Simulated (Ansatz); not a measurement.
Input for Ansatz (a first-principles code): R-wB97M-V/def2-TZVPPD on HF (SMILES F) with ghost functions, monomers drawn apart or pushed together. Files ending in .json are basis or fitting sets from the Basis Set Exchange.

Ansatz 0.2 input:
```yaml
crystal:
  periodic: [false, false, false]
  atoms:
    - {symbol: F, position_ang: [0.08506701, 0.01289622, 0.23578509]}
    - {symbol: H, position_ang: [-0.21589527, -0.06029420, 1.13358064]}
basis:
  gaussian:
    orbitals: def2-TZVPPD.json
    ghost_atoms:
      - {symbol: C, position_ang: [0.46957990, 0.43112326, 4.82740165]}
      - {symbol: O, position_ang: [-0.59978342, -0.12858995, 4.05362265]}
      - {symbol: H, position_ang: [0.19791433, 0.48328487, 5.88350545]}
      - {symbol: H, position_ang: [0.62857882, 1.43820083, 4.44960434]}
      - {symbol: H, position_ang: [1.39132929, -0.14282390, 4.70844628]}
      - {symbol: H, position_ang: [-0.77476594, -1.02849446, 4.34902232]}
hamiltonian:
  xc: {name: wB97M-V}
scf: {lower_state_search: off}
```

The head of its log:

```
WARN ansatz: RAYON_NUM_THREADS=1 ignored (pool sized by the plan → 1); use --threads N
Functional definition: wB97M-V
these checks for a lower state are left out or cut short: stability, starts, cluster_reference, orbital_swaps, neighbouring_geometries, increment
integrals: 0.10 GiB planned
802 factors; their error is unknown
integrals: 0.13 GiB planned
279 factors; integrals over basis functions are off by at most 4.1e-5 eV
mean field: 0.91 GiB planned
mean field evaluation 1: about -2732.4251 eV, gradient 2.9e1 eV
mean field evaluation 2: about -2732.2775 eV, gradient 3.5e1 eV
```

Predict the final total energy.

-100.4627 hartree.
